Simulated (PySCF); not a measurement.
Molecule: SMILES C(C)C[SiH]([SiH3])[SiH3], C$_{3}$H$_{14}$Si$_{3}$.

Geometry:
```tsv
atom	x (Å)	y (Å)	z (Å)
C1	-1.803	0.165	0.905
C2	-1.757	-0.634	-0.387
C3	-0.918	0.009	-1.491
Si4	0.916	0.310	-1.081
Si5	1.280	2.163	0.322
Si6	1.869	-1.572	-0.053
H7	-2.475	-0.299	1.642
H8	-2.159	1.193	0.729
H9	-0.809	0.236	1.377
H10	-2.785	-0.784	-0.761
H11	-1.370	-1.648	-0.176
H12	-1.355	0.977	-1.794
H13	-0.929	-0.626	-2.394
H14	1.654	0.575	-2.359
H15	1.211	1.769	1.764
H16	2.633	2.751	0.067
H17	0.249	3.223	0.079
H18	1.629	-2.816	-0.851
H19	3.344	-1.383	0.106
H20	1.275	-1.770	1.308
```

Geometry PBE0-D3(BJ)/def2-SVP throughout; GIAO in PySCF 2.14.0 with density-fitted response routines, gas phase, one conformer, non-relativistic; equivalent atoms averaged; functional PBE0.

For orientation, def2-SVP gives these shifts δ (against TMS at the same level): C2 19.8, C1 15.8, C3 11.7, Si4 -83.3, H14 3.85, H15/H16/H17/H18/H19/H20 3.60, H10/H11 1.33, H7/H8/H9 0.75, H12/H13 0.89 ppm.

A run gave: C2 23.3, C1 17.6, C3 14.2, Si4 -80.1, H14 4.18, H15/H16/H17/H18/H19/H20 3.88, H10/H11 1.61, H7/H8/H9 0.94, H12/H13 1.18 ppm (shifts δ (against TMS at the same level)).

Which basis set was used in that run?
A. pcSseg-0
B. cc-pVDZ
C. pcSseg-1
D. def2-TZVP

## Answers

D. H14 tells them apart best: def2-TZVP gives 4.18, pcSseg-0 gives 3.54, cc-pVDZ gives 3.87, pcSseg-1 gives 3.84 ppm.
